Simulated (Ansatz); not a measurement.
Reaction (ligand exchange at the Si–O bond): `[SiH3][O][Cd][O][SiH3]` + `C=C(O)Cl` → `C=C(Cl)O[SiH3]` + `[OH][Cd][O][SiH3]`

Calculated with Ansatz (gas phase, PBE0-D4/def2-TZVP geometries, no zero-point term in ΔE). CBS: MP2 limit from def2 TZ/QZ plus the TZ coupled-cluster correction, frozen cores. DFT in def2-TZVPP. Elements past krypton have def2 core potentials. For Cd outer-core shells are correlated without core-valence functions, which leaves a few kJ/mol of doubt a bond. Each species was taken in one conformer, which may not be the lowest.

`[SiH3][O][Cd][O][SiH3]`:

Cartesian coordinates in Å:
```
Si 2.315 2.038 0.669
O 1.217 1.100 1.417
Cd -0.052 -0.252 0.825
O -1.331 -1.660 0.416
Si -2.304 -1.984 -0.848
H 1.687 2.910 -0.368
H 3.363 1.228 -0.019
H 2.975 2.907 1.680
H -1.533 -2.141 -2.117
H -3.300 -0.895 -1.075
H -3.037 -3.250 -0.580
```

`C=C(O)Cl`:

Z-matrix (Å, degrees):
```
C
C 1 1.327
H 1 1.078 2 120.8
H 1 1.083 2 120.4 3 -180.0
O 2 1.343 1 127.4 3 180.0
Cl 2 1.717 1 122.4 3 -0.0
H 5 0.964 2 108.5 1 -0.0
```

`C=C(Cl)O[SiH3]`:

Cartesian coordinates in Å:
```
C -1.665 0.979 -0.924
C -0.831 0.335 -0.122
Cl -1.339 -0.207 1.455
O 0.432 0.049 -0.431
Si 1.588 -0.748 0.470
H -2.679 1.183 -0.618
H -1.318 1.301 -1.896
H 2.766 -0.741 -0.424
H 1.166 -2.136 0.767
H 1.881 -0.015 1.724
```

`[OH][Cd][O][SiH3]`:

```xyz
8

O    -2.394   -2.107    1.343
Cd   -1.275   -0.665    0.649
O    -0.238    0.892    0.091
Si    1.242    1.113   -0.539
H    -2.525   -2.810    0.703
H     2.320    0.635    0.378
H     1.416    0.379   -1.829
H     1.454    2.563   -0.795
```

```json
{"level": "PBE0-D4", "ΔE (eV)": "0.18"}
{"level": "CCSD/CBS(def2)", "ΔE (eV)": "0.20"}
```

What does CCSD(T)/CBS give? (An estimate is asked.)

Ansatz gave: +0.17 eV. The listed levels differ from it by 0.01, 0.03 eV.

Largest T1 diagnostic among the species: 0.016.

The D4 term adds −0.04 eV with B3LYP and −0.02 eV with PBE0; it sums over pairs of atoms, weighted by their polarisabilities, and B3LYP, whose exchange is more repulsive, gets the larger term. In def2-TZVPP, CCSD(T) changes the Hartree–Fock value by −0.13 eV (the triples alone add −0.02 eV) and MP2 by −0.15 eV. From PBE to PBE0 (25 % exact exchange), in def2-TZVPP and without D4, ΔE moves by +0.06 eV.

B3LYP here is the variant with VWN-RPA as its local correlation; programs differ in this.
